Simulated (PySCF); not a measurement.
F₂Nb, neutral, multiplicity 4. Atoms are numbered in the order given.

```xyz
3

Nb     0.0000     0.0000     0.0000
F      0.0000     0.0000    -1.8803
F      0.0000     0.0000     1.8803
```
Charge 0, spin multiplicity 4.

The structure is a stationary point at r2SCAN-D4/def2-TZVP. A frequency run showed that this geometry is not a minimum. The multiplicity is an assumed one; other spin states were not compared. The def2 effective core potentials stand for the cores of Nb; spin–orbit coupling is left out.

Calculation: ωB97X/def2-TZVPD run with PySCF.

Mulliken values depend strongly on the basis, most of all with diffuse functions as here. ESP charges are fitted to the potential on shells at 1.4 to 2.0 van der Waals radii. Atomic charges (e):

```csv
atom,ESP fit,Mulliken,Mulliken spin
Nb1,(withheld),1.25,2.99
F2,(withheld),-0.63,0.01
F3,(withheld),-0.63,0.01
```

Task: Some entries are withheld; supply them. (Estimate from the structure and the level; the computed values follow.)

Result: 
- Nb1, ESP fit: 0.68
- F2, ESP fit: -0.34
- F3, ESP fit: -0.34
